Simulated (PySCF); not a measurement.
An unknown is described by computed data only.

Elements present: C, H and O. Monoisotopic mass: 148.0160 u.

| Item | Value |
| --- | --- |
| Rotational structure | rotational constants A, B, C: 1.812, 1.193, 0.719 GHz [PBE0-D3(BJ)/def2-SVP] |
| UV, first state | lowest singlet excitation: 4.53 eV (273 nm, f = 0.000) [TDDFT CAM-B3LYP/def2-SVPD] |
| Couplings | largest of the computed one-bond spin–spin couplings (means over like bonds): 13C–1H +176.9 (×2), 13C–1H +170.5 (×2) Hz [B3LYP/pcJ-1, spin–dipole term left out] |
| UV, strongest line | among the 10 lowest singlet transitions: S5 at 6.30 eV (197 nm, f = 0.645) [TDDFT CAM-B3LYP/def2-SVPD] |
| 13C NMR | chemical shifts (computed TMS as zero) by class: 166.6 (2 C), 140.7 (2 C), 135.4 (2 C), 131.2 (2 C) ppm [GIAO PBE0/pcSseg-1] |
| 1H NMR | chemical shifts (computed TMS as zero) by class: 8.16 (2 H), 7.91 (2 H) ppm [GIAO PBE0/pcSseg-1] |
| NMR, other nuclei | isotropic shieldings of nuclei other than C and H, by class: -133 (2 O), 17 (1 O) ppm [GIAO PBE0/pcSseg-1] |
| Triplet | lowest triplet excitation (Tamm–Dancoff): 3.66 eV [TDA CAM-B3LYP/def2-SVPD] |
| Polarisability | 97.0 au [CAM-B3LYP/def2-SVPD] |

The electronic properties come from PySCF, for the isolated species, density fitting. Levels stand in brackets. Geometry: PBE0-D3(BJ)/def2-SVP; no solvent, vibrations or thermal averaging. NMR classes are plain means over equivalent atoms (diastereotopic ones count apart unless rotation or inversion swaps them), as if these changed places fast.

Task: Which formula fits the mass and the elements?

Result: C8H4O3 (calculated 148.0160). No other formula that holds each of these elements comes within 0.0003 u with a fitting electron parity and a possible valence count.

Task: What is the compound? Reason from the data.

Result: Numbering: `[O:1]=[C:2]1[O:3][C:4](=[O:5])[c:6]2[cH:7][cH:8][cH:9][cH:10][c:11]21`. Its formula, C8H4O3, gives 7 degrees of unsaturation: 2 rings and 5 π bonds in the structure found (Kekulé form). 8 carbons fall into 4 classes; from least to most shielded: anhydride carbonyl carbon [C2/C4] (166.6 ppm, 2 C), aromatic CH carbon [C8/C9] (140.7 ppm, 2 C), substituted aromatic carbon [C6/C11] (135.4 ppm, 2 C), aromatic CH carbon [C7/C10] (131.2 ppm, 2 C). Hydrogen classes from least to most shielded: 2 H on 2 aromatic CH carbons, C7/C10 (8.16 ppm), 2 H on 2 aromatic CH carbons, C8/C9 (7.91 ppm). The other shieldings belong to: -133 ppm, anhydride carbonyl oxygen [O1/O5]; 17 ppm, anhydride bridging oxygen [O3]. The couplings run between: +176.9 Hz, aromatic CH carbon [C7] and its hydrogen (with 1 like pair); +170.5 Hz, aromatic CH carbon [C8] and its hydrogen (with 1 like pair). The optimised geometry has point group C2v and is an asymmetric top. Structure: phthalic anhydride (`c1c2c(C(=O)OC2=O)ccc1`). The assignments are read from this structure; whether some other isomer fits the data as well wasn't checked.
